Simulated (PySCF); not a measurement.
VOF₂, SMILES [F][V+](=[O])[F], charge +1, multiplicity 1. Atoms are numbered in the order given.

```xyz
4

V     -0.2763    -0.0418     0.0000
O      0.2733    -1.4589     0.0000
F      0.2315     0.7018     1.4024
F      0.2315     0.7018    -1.4024
```
Charge +1, spin multiplicity 1.

The structure is a stationary point at B3LYP-D3(BJ)/def2-SVP. The spin state was assumed, not searched. The isomer is the one that the SMILES or the coordinates give; other isomers of the formula were not compared.

Level of theory: KT2/pcSseg-2 (PySCF).

GIAO shieldings, no solvent; atoms alike by connectivity are averaged. δ = σ(ref) − σ: ¹⁷O against H2O (σ = 324.0 ppm); ¹⁹F against CFCl3 (σ = 125.1 ppm), references at their B3LYP-D3(BJ)/def2-TZVP geometries, non-relativistic.

```csv
nucleus,atoms,count,δ (ppm)
¹⁷O,O2,1,1439.1
¹⁹F,"F3, F4",2,679.4
```
